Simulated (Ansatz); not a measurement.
The first iterations of a band of BH$_{5}$OSn (8 atoms, charge 0, multiplicity 1).

All numbers below come from RKS PBE0-D4/def2-SVP (Ansatz).

```json
{"movable images": "7", "climbing image": "yes", "spring": "5.0 eV/Å²", "optimiser": "quadratic models (default)", "start path": "IDPP", "force threshold": "0.03 eV/Å", "iteration limit": "60", "end points": "relaxed"}
```

Image 0:

```xyz
8
Properties=species:S:1:pos:R:3
B -0.550 0.761 -1.386
O -0.896 0.116 -0.267
Sn 0.368 -0.621 1.126
H -1.439 1.138 -2.126
H 0.621 0.971 -1.669
H -0.083 0.176 2.566
H 1.948 -0.247 0.596
H 0.031 -2.294 1.159
```

Image 8:

```xyz
8
Properties=species:S:1:pos:R:3
B -0.999 0.234 -1.323
O -0.293 0.823 -0.353
Sn 0.801 -0.112 1.065
H -1.607 0.946 -2.100
H -1.041 -0.984 -1.435
H 0.095 0.382 2.537
H 2.380 0.499 0.847
H 0.664 -1.788 0.763
```

| iteration | highest image above the first end (eV) | largest band force component (eV/Å) |
| --- | --- | --- |
| 1 | 0.134 | 1.033 |
| 2 | 0.030 | 0.571 |

Does the band converge within its limit, and where does its top end?

It converged. It ended after 6 iterations with the highest image 0.007 eV above the first end. The top lies less than 8 meV above the higher end, about what the thresholds resolve: that end is a shoulder or a very shallow well. A vibrational analysis at the climbing image gives one clearly imaginary mode, 43i cm⁻¹: a first-order saddle point.

Time of the run: 2.6 min on 1 CPU thread of a shared host.
